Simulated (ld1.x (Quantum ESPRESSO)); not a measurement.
What one change does to a pseudopotential (scandium (Sc), TM)

- Element: scandium (Sc)
- Generator: ld1.x (Quantum ESPRESSO) 7.5
- Type: norm-conserving Troullier–Martins (Kleinman–Bylander form)
- Functional: PBE
- Relativity: fully relativistic
- Frozen core: [Ar]
- Valence charge: 3
- Reference configuration: 3d1 4s0 4p0 (charge +2)
- Partial waves: 4s (bound, empty): rc 2.70 bohr; 4p (bound, empty): rc 2.35 bohr; 3d (bound): rc 1.40 bohr
- Local potential: all-electron potential smoothed inside 1.35 bohr (lloc = -1)
- Core correction: a·sin(br)/r model core inside 1.20 bohr

Open shells are filled in proportion to 2j + 1 (rel_dist='average').

Change: scalar-relativistic.

Cutoffs: the cutoffs (Ry, on a coarse ladder) from which the occupation-weighted sum of valence levels, in a spherical-Bessel basis at the reference potential, stays within 10 and 1 mRy of its value at 400 Ry; they do not see the model core or the augmentation charge, which bear on the density cutoff. Errors are all-electron minus pseudo energies relative to the spin-unpolarised reference configuration.

Question: How do hardness, ghosts and transferability respond?

Answer: The potential gets neither clearly harder nor softer (80 Ry and 100 Ry → 80 Ry and 100 Ry); both files keep a bound ghost (p, s); the number of tests that count goes from 6 to 5; the errors of the 5 common tests hardly move.

| quantity | base | changed |
| --- | --- | --- |
| cutoff, loose | 80 Ry | 80 Ry |
| cutoff, tight | 100 Ry | 100 Ry |
| bound ghosts | s, p3/2, p1/2 | s, p |
| tests counted (converged, no solver errors) | 6 of 7 | 5 of 7 |
| error for 3d1 4s2 4p0, meV [ΔE -19.66 eV] | -9.0 | -8.0 |
| error for 3d1 4s1 4p0, meV [ΔE -12.77 eV] | -5.8 | -5.2 |
| error for 3d1 4s1.5 4p0, meV [ΔE -16.91 eV] | -8.0 | -7.1 |
| error for 3d1.5 4s1.5 4p0, meV [ΔE -18.99 eV] | -32 | -32 |
| error for 3d2 4s0 4p0, meV [ΔE -12.09 eV] | -233 | -234 |
| s: phases at 2.96 bohr within 0.05 rad from the reference energy up to (Ry; the scan ends near 5) | 0.7 | 0.7 |

Base: Tests not counted: 3d1 4s0 4p1 (pseudo-atom not self-consistent, printed error +447 meV). These tests converged, but a pseudo level misses the all-electron one widely, so the file describes the atom poorly there or has found another state: 3d1 4s0 4p2: 3d by 5.6 eV. Changed file: Tests not counted: 3d1 4s0 4p1 (pseudo-atom not self-consistent, printed error +234 meV); 3d1 4s0 4p2 (solver errors, printed error -36.5 eV). A true bound ghost makes a file unfit for plane-wave use even where its test errors are small: the radial tests pick states by their node count and pass the ghost by. Where a test does run into it, the solver fails or the error is huge.
